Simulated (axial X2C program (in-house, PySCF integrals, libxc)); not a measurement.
## Low determinants of GeCl⁻ at the PBE0 level, two-component

Computed with an in-house all-electron X2C program for linear molecules (integrals from PySCF). Two-component (2c) means X2C with spin–orbit coupling and atomic mean-field two-electron Coulomb and Gaunt terms. Basis: Ge dyall-acv3z [10s10p8d5f1g], Cl dyall-av3z [9s8p3d2f] (cores contracted in-house); Gaussian nuclei, density fitting, unrestricted open shells. Masses: Ge 73.921 u, Cl 34.969 u.

Search at 2.364 Å (vertical energies from the lowest determinant):

```json
{"ΔE (eV)": "0.00", "state": "Ω = 1", "electrons beyond evenly filled partner blocks": "ω = -1/2, ω = 3/2", "electrons in ±ω = 1/2, 3/2, 5/2, 7/2": "35 13 2 0"}
{"ΔE (eV)": "0.61", "state": "Ω = 0", "electrons beyond evenly filled partner blocks": "none", "electrons in ±ω = 1/2, 3/2, 5/2, 7/2": "36 12 2 0"}
{"ΔE (eV)": "0.71", "state": "Ω = 2", "electrons beyond evenly filled partner blocks": "ω = 1/2, ω = 3/2", "electrons in ±ω = 1/2, 3/2, 5/2, 7/2": "35 13 2 0"}
{"ΔE (eV)": "0.81", "state": "Ω = 0", "electrons beyond evenly filled partner blocks": "none", "electrons in ±ω = 1/2, 3/2, 5/2, 7/2": "34 14 2 0"}
{"ΔE (eV)": "1.72", "state": "Ω = 1", "electrons beyond evenly filled partner blocks": "2 × ω = 1/2", "electrons in ±ω = 1/2, 3/2, 5/2, 7/2": "36 12 2 0"}
{"ΔE (eV)": "2.47", "state": "Ω = 3", "electrons beyond evenly filled partner blocks": "2 × ω = 3/2", "electrons in ±ω = 1/2, 3/2, 5/2, 7/2": "34 14 2 0"}
{"ΔE (eV)": "4.44", "state": "Ω = 2", "electrons beyond evenly filled partner blocks": "ω = -1/2, ω = 5/2", "electrons in ±ω = 1/2, 3/2, 5/2, 7/2": "35 12 3 0"}
```

Lowest determinant, Ω = 1 (⟨Sz⟩ = 1.00, ⟨Lz⟩ = 0.00 at PBE0): Re = 2.352 Å, ωe = 277.7 cm⁻¹.

The determinant in row 2 of the search, Ω = 0 (closed shell), was followed along the bond at PBE0; measured from the minimum of the lowest determinant it gives:

Te = 0.611 eV (4928 cm⁻¹), Re = 2.329 Å, ωe = 288.9 cm⁻¹.

Compare the bond of the determinant in row 2 with that of the lowest one.

At PBE0 its Re is 0.023 Å shorter and its force constant, which goes as ωe², is 1.08 times that of the lowest determinant. T0 ≈ Te + Δωe/2 = 4928 + (6) = 4934 cm⁻¹.

The search compares states at one distance, so a state with another bond length can lie lower; it is not exhaustive and yields mostly the lowest determinant of each block pattern, so other components and higher states of one pattern are missing. These are energies of single determinants, not of spin-adapted states; PBE0 term energies can be off by some tenths of an eV, and the functional has no current term. Open-shell Ω = 0 determinants with evenly filled partner blocks cannot be reached by this program, so the Ω shown need not be the lowest component. The lowest determinant need not be the ground state where others lie within half an eV. A closed-shell Ω = 0 row of a π² shell mixes the 0⁺ component of the triplet with ¹Σ⁺ and matches no level; 0⁺ can lie lowest. For an anion, determinants above electron detachment are held by the basis set. The highest occupied level of some functionals is positive through self-interaction error; at Hartree–Fock it is bound. Row 1 has a positive highest level at its minimum. Row 2 has a positive highest level at its minimum.
